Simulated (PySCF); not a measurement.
How methods differ on the excitation energy of Tl

Tl [Xe] 4f14 5d10 6s2 6p1 (2P) → Tl [Xe] 4f14 5d10 6s2 7s1 (2S), as a difference of total energies. Computed with PySCF 2.14 in aug-cc-pwCVTZ-PP with ECP60MDF (8s7p6d4f1g, 96 functions), with a scalar-relativistic core potential. Correlated levels: valence: 5s2 5p6 5d10 frozen; valence and next inner shell: nothing frozen outside the core potential. The calculations carry no spin-orbit coupling.

| method | excitation energy (cm⁻¹) | error (cm⁻¹) |
| --- | --- | --- |
| UHF | 19678 | -1605 |
| LDA | 21178 | -104 |
| PBE | 19950 | -1332 |
| PBE0 | 20443 | -839 |
| r2SCAN | 21398 | +116 |
| HSE06 | 20582 | -700 |
| revPBE | 19450 | -1832 |
| BHandHLYP | 21423 | +140 |
| CAM-B3LYP | 22019 | +737 |
| MP2 (valence) | 20145 | -1138 |
| SCS-MP2 (valence) | 20143 | -1139 |
| MP2 (valence and next inner shell) | 20117 | -1166 |
| SCS-MP2 (valence and next inner shell) | 19740 | -1542 |

Reference: 21282 cm⁻¹ (measured; NIST levels, between the centres of gravity of the two terms).

Errors of the correlated levels include the incompleteness of this basis and the frozen core.
